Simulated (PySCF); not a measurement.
Frontier orbitals and the lowest excitations

Species: C2H12Ge2OSi.
Z-matrix (Å and degrees, PBE0-D3(BJ)/def2-SVP geometry), rows numbered from 1:
```
C 
C   1  1.5330
Si  2  1.8923  1  112.79
Ge  2  1.9603  1  111.24  3   124.14
O   4  1.7828  2  107.81  1  -150.87
Ge  5  1.7757  4  131.04  2   -93.68
H   1  1.1020  2  111.60  3    57.82
H   1  1.1028  2  112.20  3   177.92
H   1  1.1023  2  111.55  3   -62.02
H   2  1.1048  1  109.82  3  -118.33
H   3  1.4992  2  108.60  1   -47.99
H   3  1.4949  2  110.81  1    70.37
H   3  1.4929  2  111.61  1  -167.11
H   4  1.5479  2  112.18  1    89.07
H   4  1.5401  2  110.39  1   -35.34
H   6  1.5438  5  109.56  4    57.26
H   6  1.5429  5  109.20  4   -63.07
H   6  1.5355  5  105.92  4   177.08
```

The calculation used PySCF 2.14.0, density-fitted response routines, TDDFT wB97X-D/def2-SVPD, vertical, gas phase, core orbitals frozen in the response. The wB97X-D/def2-SVPD calculation is non-relativistic and has no spin–orbit coupling, an omission that weighs most on germanium.

Kohn–Sham orbitals with the atoms that hold most of them (Löwdin shares over 4%, at most four atoms; ? is withheld):

```tsv
orbital	ε (eV)	atoms
HOMO-3	-10.99	Si3 23%, C2 15%, H12 13%, H11 9%
HOMO-2	-10.49	O5 37%, Ge6 14%, H17 12%, C2 9%
HOMO-1	-10.26	?
HOMO	-9.61	O5 25%, C2 24%, Ge4 14%, C1 6%
LUMO	?	?
LUMO+1	1.74	Ge6 34%, Ge4 13%, H16 8%, H18 7%
LUMO+2	2.06	Ge6 18%, Ge4 12%, C1 10%, Si3 9%
```

(1) Give the leading atoms of the HOMO-1.

(2) Give the leading atoms of the LUMO.

(3) What is the LUMO energy, and the HOMO–LUMO gap?

## Answers

(1) O5 (bonded to 2 Ge) 31%; C2 (bonded to C, Ge, Si and H) 11%; Ge4 (bonded to C, O and 2 H) 11%; H14 (bonded to Ge) 10%.

(2) Ge6 (bonded to O and 3 H) 24%; Ge4 (bonded to C, O and 2 H) 18%; O5 (bonded to 2 Ge) 13%; H16 (bonded to Ge) 8%. By element: germanium 41%, oxygen 13%, hydrogen 8% or more.

(3) ε(LUMO) = 1.42 eV; the gap is 11.03 eV (0.4055 hartree).

**Question.** The HOMO–LUMO gap is 11.03 eV. Where does the response calculation put the lowest singlet, and from which orbitals?

**Answer.** S1 is at 6.58 eV (f = 0.0014), 4.46 eV below the gap, made of HOMO→LUMO (80%). Without the coupling terms of the response equations the lowest excitation would equal the gap.

Next come S2 at 7.14 eV (f 0.0026), HOMO-1→LUMO (69%), HOMO-2→LUMO (19%); S3 at 7.40 eV (f 0.013), HOMO→LUMO+2 (41%), HOMO→LUMO+1 (37%), HOMO-2→LUMO (9%); S4 at 7.52 eV (f 0.038), HOMO-2→LUMO (42%), HOMO→LUMO+1 (21%); S5 at 7.82 eV (f 0.148), HOMO→LUMO+2 (28%), HOMO→LUMO+1 (19%), HOMO→LUMO+3 (14%).

Time: 13 min wall; peak memory 1.4 GiB. Hardware: one thread, Arm Neoverse N1 (aarch64), shared host.

One conformer stands for the species.
